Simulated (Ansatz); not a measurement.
Ideal-gas functions of CH4AlF2N, SMILES `C[NH][Al]([F])[F]` at 800 K and 1 bar, from an Ansatz frequency run at PBE0-D4/def2-TZVP.

Molar mass 95.03 g/mol, point group Cs (symmetry number 1), electronic degeneracy 1, moments of inertia 80.437, 189.633, 266.905 u Å². Harmonic wavenumbers (cm⁻¹, unscaled): 116, 123, 155, 234, 285, 328, 511, 649, 870, 929, 1091, 1145, 1161, 1402, 1463, 1489, 1517, 3018, 3068, 3119, 3619.

Use S(trans) = R[1.5 ln M + 2.5 ln T − 1.1517]; rotational temperatures θ = 24.2544 K / I; S(rot) = R[ln(√π/σ · √(T³/θAθBθC)) + 1.5]; for each mode x = 1.438777 ν̃/T, S = R[x/(eˣ − 1) − ln(1 − e⁻ˣ)] and H = RT x/(eˣ − 1); 1 cm⁻¹ = 0.0119627 kJ/mol; R = 8.31446 J/(mol·K).

Q: By hand: the entropy, in J/(mol·K).

A: Translation 186.2. Rotation: θ = 0.3015, 0.1279, 0.0909 K, giving 124.1. Vibration, mode by mode: 21.36, 20.87, 18.96, 15.57, 13.96, 12.82, 9.30, 7.49, 5.39, 4.95, 3.93, 3.64, 3.56, 2.53, 2.32, 2.23, 2.15, 0.24, 0.22, 0.20, 0.09, in all 151.8. Electronic 0.0. Sum 462.1 J/(mol·K).

Q: By hand: H − E and G − E in kJ/mol, counted from the electronic energy.

A: Zero-point energy ½ × 26292 × 0.0119627 = 157.3; thermal vibration 57.9; translation, rotation and pV give 4 RT = 26.6. H − E = 241.8 kJ/mol, and G − E = 241.8 − 800 × 462.1/1000 = -127.9 kJ/mol.

Vibration gives 33 % of the entropy, 42.2 J/(mol·K) of it from the modes under 150 cm⁻¹: soft modes count most, and the harmonic formula is weakest for them. The sum counts one conformer and one mirror image; others add a mixing term.
